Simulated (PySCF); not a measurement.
# Telling isomers of C5H9ClSi2 apart by NMR

In vacuum, single conformer, averaged over atoms made equivalent by symmetry, fast rotation or ring inversion, non-relativistic Hamiltonian. GFN2-xTB geometry; σ from GIAO-PBE0/pcSseg-1; PySCF 2.14.

Chemical shifts δ = σref − σ; ¹H (σ = 31.72 ppm) and ¹³C (σ = 186.93 ppm) vs TMS, all at this level. Where no couplings were computed, multiplicities follow the n + 1 count of equivalent neighbours, and m marks all less simple cases (inequivalent or close neighbours, rings, F or P nearby). Shifts are as computed. Against solution values, carbons near 30 ppm lie about +3 ppm off and those near 130 ppm about +5 ppm; carbons on Cl a further +6 ppm. Of 1211 compounds with measured shifts, 218 miss one by over three times the rms of a fit or turn the order of signals round; such compounds aren't used in these exercises. Carbons bonded to Cl come out too deshielded.

(1) Tabulate the signals of `[SiH3]C[Si]1(Cl)C=CC=C1`, `CC1=C[SiH2]C=C[Si@@H]1Cl`, `[SiH3]CC1=CC=C(Cl)[SiH2]1` and their relative energies.

(2) What is the quickest way to tell [SiH3]C[Si]1(Cl)C=CC=C1 from [SiH3]CC1=CC=C(Cl)[SiH2]1?

(3) What is the quickest way to tell [SiH3]C[Si]1(Cl)C=CC=C1 from CC1=C[SiH2]C=C[Si@@H]1Cl?

(4) What is the quickest way to tell CC1=C[SiH2]C=C[Si@@H]1Cl from [SiH3]CC1=CC=C(Cl)[SiH2]1?

Results:

(1) 
| SMILES | carbon types | δC | δH | E rel. (kcal/mol) |
| --- | --- | --- | --- | --- |
| [SiH3]C[Si]1(Cl)C=CC=C1 | 4×CH 1×CH2 | 153.6, 137.6, -5.1 | 7.09 (m, 2H), 6.00 (d, 2H), 4.13 (t, 3H), 0.09 (q, 2H) | 0.3 |
| CC1=C[SiH2]C=C[Si@@H]1Cl | 1×C 3×CH 1×CH3 | 166.2, 155.8, 154.7, 142.8, 31.8 | 7.45 (m, 1H), 7.38 (m, 1H), 6.92 (m, 1H), 5.37 (m, 1H), 4.61 (m, 1H), 4.57 (m, 1H), 2.28 (s, 3H) | 0.0 |
| [SiH3]CC1=CC=C(Cl)[SiH2]1 | 2×C 2×CH 1×CH2 | 151.7, 148.7, 147.1, 146.7, 20.4 | 6.82 (m, 1H), 6.71 (m, 1H), 4.54 (s, 2H), 3.88 (t, 3H), 2.14 (q, 2H) | 45.7 |

Energies are electronic energies at PBE0/pcSseg-1 on these geometries, without zero-point or thermal terms, each for the one conformer computed, which needn't be the lowest.

(2) Count the carbon signals: 3 against 5. The first has an sp3 CH2 bonded to 2 Si at -5.1 ppm, the second a fully substituted alkene carbon (C) at 148.7 ppm. Their most deshielded carbons lie at 153.6 and 151.7 ppm.

(3) Count the carbon signals: 3 against 5. The first has an sp3 CH2 bonded to 2 Si at -5.1 ppm, the second a fully substituted alkene carbon (C) at 166.2 ppm. Their most deshielded carbons lie at 153.6 and 166.2 ppm.

(4) Both give the same number of carbon signals, but DEPT or the intensities differ. The first has an allylic methyl carbon (CH3) at 31.8 ppm, the second an allylic sp3 CH2 bonded to Si at 20.4 ppm. Their most deshielded carbons lie at 166.2 and 151.7 ppm. In the proton spectra the most deshielded non-exchanging signals are 7.45 (m, 1H) and 6.82 (m, 1H).
